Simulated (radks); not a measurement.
Values are calculated unless marked as measured or tabulated.
All-electron atom: the tin ion Sn24+ in [Ar] 3d8.

Code: a radial shooting solver on a logarithmic mesh with Libxc functionals. Model: Dirac Kohn-Sham, PBE, spin-unpolarised, spherical densities, point nucleus; open shells fill j = l - 1/2 first.

Energy parts (hartree):
part                        energy
total                  -5878.65003
kinetic                 6204.18597
electron-nucleus      -13434.99789
Hartree                 1489.19486
exchange-correlation    -137.03297

Orbitals (lengths in bohr, moments of r in powers of bohr; <r^-3> diverges for s and p1/2; r(max) is where P^2 peaks):
| orbital | occ. | eigenvalue (hartree) | r(max) | <r^-3> | <r> |
|---|---|---|---|---|---|
| 1s1/2 | 2 | -1096.705 | 0.01877 | - | 0.02905 |
| 2s1/2 | 2 | -191.2852 | 0.1061 | - | 0.1248 |
| 2p1/2 | 2 | -180.8517 | 0.08168 | - | 0.1055 |
| 2p3/2 | 4 | -172.3287 | 0.08618 | 4325 | 0.1108 |
| 3s1/2 | 2 | -58.83462 | 0.3024 | - | 0.3287 |
| 3p1/2 | 2 | -54.65900 | 0.2879 | - | 0.3176 |
| 3p3/2 | 4 | -52.97143 | 0.2975 | 874.5 | 0.3275 |
| 3d3/2 | 4 | -45.80852 | 0.2406 | 140.8 | 0.2945 |
| 3d5/2 | 4 | -45.44545 | 0.2433 | 131.6 | 0.2976 |
| 4s1/2 | 0 | -27.39163 | 0.6610 | - | 0.6736 |
| 4p1/2 | 0 | -25.74823 | 0.6641 | - | 0.6781 |
| 4p3/2 | 0 | -25.23246 | 0.6794 | 270.3 | 0.6920 |
| 4d3/2 | 0 | -22.55492 | 0.6722 | 42.38 | 0.6908 |
| 4d5/2 | 0 | -22.44517 | 0.6764 | 39.60 | 0.6947 |

The highest occupied level is 3d5/2 at -1236.6 eV. The density falls to 0.001 e/bohr^3 at r = 1.02 bohr. For comparison, the ionisation energy in NIST's Atomic Spectra Database is 1269 eV (theoretical). In exact Kohn-Sham theory the highest level is minus the ionisation energy, but local and semilocal functionals leave it too shallow, through self-interaction and a potential that decays too fast; potentials with the right tail come closer.

Beside tabulated values, note that spin-unpolarised runs miss the spin-polarisation part of the exchange energy of open shells.
